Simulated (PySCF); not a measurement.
Numbering as in the mapped SMILES `[OH:1][SiH:2]([OH:3])[O:4][SiH2:5][CH2:6][Cl:7]`; H(Xn) means a hydrogen on atom n.

Theory: GFN2-xTB geometry, PBE0/pcSseg-1 with gauge-including orbitals, in PySCF (averaged over atoms made equivalent by symmetry, fast rotation or ring inversion, one computed conformer, isolated molecule, relativity neglected).

Referencing at the same level of theory: $^{13}$C (186.93 ppm) and $^{1}$H (31.72 ppm) and $^{29}$Si (349.16 ppm) vs TMS; H2O for $^{17}$O (336.08 ppm); HCl for $^{35}$Cl (949.78 ppm).

| atoms | nucleus | count | Hirshfeld charge | δ (ppm) |
| --- | --- | --- | --- | --- |
| H(Si2) | $^{1}$H | 1 | -0.09 | 4.56 |
| Si2 | $^{29}$Si | 1 | 0.51 | ? |
| H(C6) | $^{1}$H | 2 | 0.05 | ? |
| O1/O3 | $^{17}$O | 2 | -0.31 | 54.0 |
| H(O1)/H(O3) | $^{1}$H | 2 | 0.19 | 2.14 |
| Cl7 | $^{35}$Cl | 1 | -0.08 | -26 |
| H(Si5) | $^{1}$H | 2 | -0.08 | ? |
| Si5 | $^{29}$Si | 1 | 0.41 | -33.3 |
| O4 | $^{17}$O | 1 | -0.31 | 76.4 |
| C6 | $^{13}$C | 1 | -0.13 | 31.3 |

Q: Complete the table.

A: 
- H(Si5): 4.97 ppm, hydrogen on a silicon bonded to C, O
- H(C6): 3.31 ppm, hydrogen on an sp3 CH2 bonded to Cl and Si; its carbon carries Cl, which withdraws density
- Si2: -64.1 ppm, silicon bonded to 3 O, H

OH and NH positions are those of a molecule without intermolecular hydrogen bonds; in solution they move with solvent, concentration and temperature, and exchange usually removes their couplings. Carbons that carry Cl, above all several Cl atoms, come out too deshielded, partly because spin–orbit coupling is missing. Shifts are as computed. Against solution values, carbons near 30 ppm lie about +3 ppm off and those near 130 ppm about +5 ppm; carbons on Cl a further +6 ppm. Of 1211 compounds with measured shifts, 218 miss one by over three times the rms of a fit or turn the order of signals round; such compounds aren't used in these exercises. Experimental scales use liquid or dissolved standards, which lie at an offset from isolated H2O (liquid H2O: subtract about 36 ppm).
